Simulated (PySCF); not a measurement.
biphenyl (C12H10), SMILES c1c(cccc1)-c1ccccc1.

The structure is a stationary point at B3LYP-D3(BJ)/def2-SVP. The values are those of a single conformer.

All values below come from B3LYP-D3(BJ)/def2-SVP (PySCF).

Frequencies are harmonic and unscaled.

| mode | ν (cm⁻¹) | IR (km/mol) | moving atoms (share of kinetic energy) |
|---|---|---|---|
| 1 | 66 | 0.0 | C 79 %, H 21 % |
| 2 | 95 | 0.7 | C 84 %, H 16 % |
| 3 | 132 | 0.1 | C 82 %, H 18 % |
| 4 | 269 | 0.0 | C 82 %, H 18 % |
| 5 | 318 | 0.0 | C 92 %, H 8 % |
| 6 | 376 | 0.3 | C 81 %, H 19 % |
| 7 | 419 | 0.3 | C 71 %, H 29 % |
| 8 | 424 | 0.0 | C 71 %, H 29 % |
| 9 | 501 | 5.4 | C 78 %, H 22 % |
| 10 | 566 | 2.0 | C 70 %, H 30 % |
| 11 | 625 | 7.5 | C 93 % |
| 12 | 628 | 0.0 | C 92 % |
| 13 | 641 | 0.0 | C 92 %, H 8 % |
| 14 | 720 | 7.6 | H 63 %, C 37 % |
| 15 | 724 | 53.7 | H 58 %, C 42 % |
| 16 | 760 | 0.0 | C 89 %, H 11 % |
| 17 | 764 | 47.2 | C 51 %, H 49 % |
| 18 | 811 | 3.2 | C 55 %, H 45 % |
| 19 | 863 | 0.0 | H 79 %, C 21 % |
| 20 | 865 | 0.3 | H 79 %, C 21 % |
| 21 | 937 | 2.4 | H 71 %, C 29 % |
| 22 | 957 | 0.8 | H 61 %, C 39 % |
| 23 | 1003 | 0.0 | H 67 %, C 33 % |
| 24 | 1004 | 0.5 | H 71 %, C 29 % |
| 25 | 1013 | 1.1 | C 91 %, H 9 % |
| 26 | 1018 | 0.0 | C 85 %, H 15 % |
| 27 | 1027 | 0.1 | H 74 %, C 26 % |
| 28 | 1027 | 0.0 | H 73 %, C 27 % |
| 29 | 1030 | 4.6 | C 92 % |
| 30 | 1056 | 0.0 | C 57 %, H 43 % |
| 31 | 1067 | 3.3 | H 56 %, C 44 % |
| 32 | 1103 | 8.4 | H 60 %, C 40 % |
| 33 | 1103 | 0.7 | H 68 %, C 32 % |
| 34 | 1170 | 0.0 | H 93 % |
| 35 | 1171 | 0.1 | H 93 % |
| 36 | 1191 | 0.5 | H 90 %, C 10 % |
| 37 | 1199 | 0.0 | H 89 %, C 11 % |
| 38 | 1307 | 3.0 | H 54 %, C 46 % |
| 39 | 1315 | 0.0 | C 74 %, H 26 % |
| 40 | 1340 | 0.1 | H 73 %, C 27 % |
| 41 | 1361 | 0.0 | C 95 % |
| 42 | 1371 | 0.1 | C 72 %, H 28 % |
| 43 | 1463 | 8.4 | C 62 %, H 38 % |
| 44 | 1492 | 1.2 | C 65 %, H 35 % |
| 45 | 1515 | 30.5 | C 59 %, H 41 % |
| 46 | 1545 | 0.0 | C 70 %, H 30 % |
| 47 | 1626 | 4.1 | C 89 %, H 11 % |
| 48 | 1644 | 0.1 | C 92 % |
| 49 | 1663 | 0.0 | C 91 %, H 9 % |
| 50 | 1664 | 12.0 | C 91 %, H 9 % |
| 51 | 3172 | 6.1 | H 92 % |
| 52 | 3172 | 0.0 | H 92 % |
| 53 | 3178 | 0.1 | H 92 %, C 8 % |
| 54 | 3180 | 7.3 | H 92 %, C 8 % |
| 55 | 3187 | 22.0 | H 92 %, C 8 % |
| 56 | 3191 | 0.0 | H 92 %, C 8 % |
| 57 | 3192 | 5.3 | H 91 %, C 9 % |
| 58 | 3196 | 31.9 | H 91 %, C 9 % |
| 59 | 3200 | 23.2 | H 91 %, C 9 % |
| 60 | 3202 | 0.0 | H 91 %, C 9 % |
